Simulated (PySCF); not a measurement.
# Isomers of C5H11NO: computed energies against enthalpies of formation

**Experimental background.**

CRC Handbook of Chemistry and Physics lists, for the gas at 298.15 K: enthalpy of formation of `CC(C)(C)C(N)=O` -313.1 kJ/mol; enthalpy of formation of `CCCCC(N)=O` -290.2 kJ/mol.

The results are set against them at the end.

Differences of these values give the isomerisation enthalpies. Geometries: PBE0-D3(BJ)/def2-SVP; runs in PySCF, gas phase, with a dispersion term only where the level names one. Total electronic energies (Eh):

```csv
SMILES,PBE0-D3(BJ)/def2-SVP,PBE0/pcSseg-1,BLYP/pcSseg-1,KT2/pcSseg-1,LDA/pcSseg-1,PBE0/aug-cc-pVDZ
CC(C)(C)C(N)=O,-326.55409,-326.73951,-326.98005,-332.51930,-324.30391,-326.81808
CCCCC(N)=O,-326.55224,-326.73898,-326.98237,-332.51433,-324.29896,-326.81920
```

Geometry of `CC(C)(C)C(N)=O` (Å):
```
atom  x, y, z in Å
C1    -0.1924    0.2962    1.4206
C2    -0.3816    0.0336   -0.0786
C3    -1.7931   -0.4842   -0.3371
C4    -0.1501    1.3244   -0.8735
C5     0.6165   -1.0453   -0.5374
N6     1.9314   -0.7269   -0.3965
O7     0.2646   -2.1140   -0.9927
H8     0.8004    0.7123    1.6524
H9    -0.9432    1.0198    1.7747
H10   -0.3140   -0.6299    2.0026
H11   -2.5350    0.2623   -0.0148
H12   -1.9731   -1.4214    0.2071
H13   -1.9447   -0.6958   -1.4046
H14    0.8434    1.7613   -0.6879
H15   -0.2427    1.1460   -1.9555
H16   -0.8986    2.0808   -0.5898
H17    2.6185   -1.4120   -0.6806
H18    2.2433    0.1535   -0.0172
```

Geometry of `CCCCC(N)=O` (Å):
```
atom  x, y, z in Å
C1    -2.949    0.121    0.522
C2    -1.685   -0.356   -0.176
C3    -0.414    0.229    0.422
C4     0.848   -0.246   -0.272
C5     2.113    0.365    0.307
N6     3.271   -0.081   -0.253
O7     2.101    1.190    1.197
H8    -2.944   -0.158    1.588
H9    -3.853   -0.313    0.069
H10   -3.043    1.217    0.471
H11   -1.735   -0.099   -1.250
H12   -1.635   -1.459   -0.138
H13   -0.349   -0.021    1.494
H14   -0.448    1.330    0.387
H15    0.932   -1.347   -0.217
H16    0.813   -0.006   -1.350
H17    3.286   -0.762   -0.997
H18    4.144    0.300    0.085
```

Zero-point and thermal terms are left out, so the computed numbers are electronic energies.

## Comparison

Relative to `CC(C)(C)C(N)=O`, the lowest by measurement, in kJ/mol (measured: enthalpies at 298.15 K; computed: electronic energies):

| SMILES | measured | PBE0-D3(BJ)/def2-SVP | PBE0/pcSseg-1 | BLYP/pcSseg-1 | KT2/pcSseg-1 | LDA/pcSseg-1 | PBE0/aug-cc-pVDZ |
| --- | --- | --- | --- | --- | --- | --- | --- |
| CC(C)(C)C(N)=O | 0.0 | 0.0 | 0.0 | 0.0 | 0.0 | 0.0 | 0.0 |
| CCCCC(N)=O | 22.9 | 4.9 | 1.4 | -6.1 | 13.0 | 13.0 | -2.9 |

Measured values: -313.1 kJ/mol (298.15 K; CRC Handbook of Chemistry and Physics) for the first row; the others come from the same table. Unsigned miss: KT2/pcSseg-1 9.9, LDA/pcSseg-1 9.9, PBE0-D3(BJ)/def2-SVP 18.0, PBE0/pcSseg-1 21.5, PBE0/aug-cc-pVDZ 25.8, BLYP/pcSseg-1 29.0 kJ/mol. BLYP/pcSseg-1 and PBE0/aug-cc-pVDZ put another isomer lowest. One conformer stands for `CC(C)(C)C(N)=O` and `CCCCC(N)=O`, not necessarily the lowest, while the measurement averages over conformers. Where a level misses, the cause wasn't examined.
